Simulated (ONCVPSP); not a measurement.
## Plane-wave convergence, ONCV potential for Br

bromine, optimised norm-conserving Vanderbilt (ONCV), made with ONCVPSP 4.0.1 (PW91, scalar-relativistic). Core [Ne], reference 3s2 3p6 3d10 4s2 4p3 (charge +2). Waves: 3s+4s: rc 0.90 bohr, ncon 4, nbas 8, qcut 10.3 1/bohr, 2 projectors; 3p+4p: rc 1.00 bohr, ncon 3, nbas 7, qcut 13.3 1/bohr, 3 projectors, debl 3 Ha; 3d: rc 1.00 bohr, ncon 4, nbas 9, qcut 26.8 1/bohr, 2 projectors, debl 2.6 Ha. Local part: polynomial inside 0.80 bohr (lpopt 2, dvloc0 2 Ha). Core correction: Teter function, fcfact 2.75, rcfact 1.65.

In the d channel the program set the typed energies aside and used -3.341, 0.250 Ha.

Task: For each optimised wave give the share of its norm inside rc, the residual kinetic energy above qcut (Ha) and the cutoffs (Ha) for errors of 10, 1, 0.1 and 0.01 mHa per electron.

Result:

```tsv
wave	norm inside rc	residual KE	10 mHa	1 mHa	0.1 mHa	0.01 mHa
3s	0.942	6.3e-04	23.8	49.3	192.3	237.7
4s	0.077	8.4e-04	20.9	51.7	153.5	275.9
3p	0.956	2.5e-06	55.6	67.1	76.2	83.6
4p	0.069	1.3e-06	46.8	61.0	72.5	81.2
p projector 3	0.030	9.7e-07	42.4	57.7	70.2	79.8
3d	0.912	6.0e-10	224.1	252.0	275.7	295.6
d projector 2	0.021	3.8e-11	172.1	208.8	239.0	264.5
```

The occupied waves need 252 Ha and 276 Ha for 1 and 0.1 mHa.
